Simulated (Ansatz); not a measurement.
Cl2H4OSi2 (`O[SiH2][SiH](Cl)Cl`). Charge 0, multiplicity 1. The geometry is a stationary point of PBE0-D4/def2-TZVP. It is one conformer, not always the lowest.

```xyz
9

O     1.093   -1.470    1.005
Si    0.655   -0.780   -0.426
Si   -0.555    1.187   -0.018
Cl   -1.531    1.780   -1.724
Cl   -1.940    0.707    1.435
H     0.398   -1.628    1.647
H     1.911   -0.498   -1.161
H    -0.224   -1.660   -1.244
H     0.193    2.361    0.487
```

**Question.** What is the dipole moment at PBE/def2-TZVPP? (Estimate.)

**Answer.** Ansatz gave: 0.76 D, with components (0.36, -0.50, 0.44) D in this frame, pointing from negative to positive charge.

**Question.** And with r2SCAN, B3LYP, ωB97M-V? (An estimate is asked.)

**Answer.** The calculation gave: r2SCAN 0.77 D, B3LYP 0.71 D, ωB97M-V 0.74 D.

**Question.** Give the Mulliken charges with PBE, r2SCAN, ωB97M-V in def2-TZVPP. (Best estimate.)

**Answer.** Ansatz gave: 
```tsv
atom	PBE	r2SCAN	ωB97M-V
O1	-0.34	-0.41	-0.37
Si2	0.34	0.43	0.32
Si3	0.39	0.48	0.35
Cl4	-0.20	-0.23	-0.19
Cl5	-0.22	-0.25	-0.21
H6	0.19	0.21	0.18
H7	-0.05	-0.07	-0.02
H8	-0.07	-0.08	-0.03
H9	-0.05	-0.07	-0.01
```

B3LYP here is the variant with VWN-RPA as its local correlation; programs differ in this.
